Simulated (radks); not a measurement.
All-electron atom: the xenon ion Xe0.75+ in [Kr] 4d10 5s2 5p(up 3, down 2.25) (fractional occupations, a model configuration). All-electron calculation, scalar-relativistic Kohn-Sham, LDA (Slater exchange, Perdew-Wang correlation), spin-polarised, spherical densities, point nucleus. Program: a radial shooting solver on a logarithmic mesh with Libxc functionals.

Normalised radial functions P(r) = r R(r), r in bohr:

```
   r/bohr * 5s down, o 5p up, + 5p down (the largest magnitude, 0.848, reaches the edge; | marks zero, & curves that meet)
 0.003335                             & *
 0.004448                             &  *
 0.005885                             &  *
 0.007849                             |&  *
  0.01039                             |&  *
  0.01385                             |&  *
  0.01848                             | &*
  0.02445                             | *&
   0.0326                             *   &
  0.04314                          *  |    &
  0.05754                        *    |    &
  0.07674                       *     |   +o
   0.1015                        *    | &
   0.1354                           & |*
   0.1792                      &      |      *
    0.239                     &       |        *
   0.3188                          &  |  *
   0.4218                     *       |     &
   0.5625               *             |           &
   0.7443                     *       |        &
   0.9927                         &   |         *
    1.313            &                |                       *
    1.752     &                       |                          *
    2.337       &                     |                  *
    3.092               &             |        *
    4.123                      &      |  *
    5.456                           & |*
    7.277                             &
```

5s down: eigenvalue -26.673 eV, 4 radial nodes at r = 0.0331, 0.131, 0.349, 0.852 bohr, <r> = 1.83 bohr, 90 % of the charge inside 2.66 bohr. 5p up: eigenvalue -15.095 eV, 3 radial nodes at r = 0.117, 0.352, 0.923 bohr, <r> = 2.21 bohr, 90 % of the charge inside 3.28 bohr. 5p down: eigenvalue -14.667 eV, 3 radial nodes at r = 0.117, 0.352, 0.923 bohr, <r> = 2.22 bohr, 90 % of the charge inside 3.30 bohr.
